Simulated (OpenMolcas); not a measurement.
**Kr5+: the spin-orbit constant, worked from levels**

| Item | Value |
| --- | --- |
| Program | OpenMolcas 26.06 |
| Basis | ANO-RCC-VQZP [7s6p4d2f1g] |
| Scalar Hamiltonian | DKH2, point nucleus |
| Active space | 3 electrons in 8 orbitals (4s 4p 5s 5p) |
| State averaging | 2S+1 = 4 odd, 1 root; 2S+1 = 2 odd, 11 roots; 2S+1 = 4 even, 3 roots; 2S+1 = 2 even, 9 roots |
| Spin-orbit coupling | state interaction with AMFI integrals over the reference wave functions, term energies averaged over their components |

Methods: CASSCF; MS-CASPT2, IPEA 0.25 Eh, imaginary shift 0.1 Eh (closed shells correlated: 3d). Measured levels: Saloman, J. Phys. Chem. Ref. Data 36, 215 (2007).

**The spin-orbit constant.** For the Hund term ²P° of p1, E(J) = (A/2) J(J+1) + constant and ζ = 2S·A = A. From J = 1/2 to J = 3/2 the energy changes by 1.5 A.

```json
{"Source": "CASSCF", "E(3/2) - E(1/2)": "7187.7", "A": "4791.8", "ζ": "4792"}
{"Source": "MS-CASPT2", "E(3/2) - E(1/2)": "7217.6", "A": "4811.7", "ζ": "4812"}
{"Source": "measured", "E(3/2) - E(1/2)": "8110.0", "A": "5406.7", "ζ": "5407"}
```

All in cm-1. MS-CASPT2 is off by -11.0 % and CASSCF by -11.4 %. Both methods take the spin-orbit matrix elements from the reference wave functions, so the second can move ζ only through the term energies and any multistate remixing.

Over all roots computed the reference weight is 0.90 to 0.99 in MS-CASPT2; the roots of lowest weight are the least certain, and an intruder state may touch them. Active for correlation alone: 5p 5s; no level in the range computed is led by a configuration that fills them, so any true level of that kind is missing. Computed and measured levels are paired by configuration, term and J; levels that our copy of the source lacks, or whose pairing is in doubt (as where it misses far off the trend of its configuration), stay unpaired and out of the deviations. Only configurations of the active space appear.

° marks odd parity.
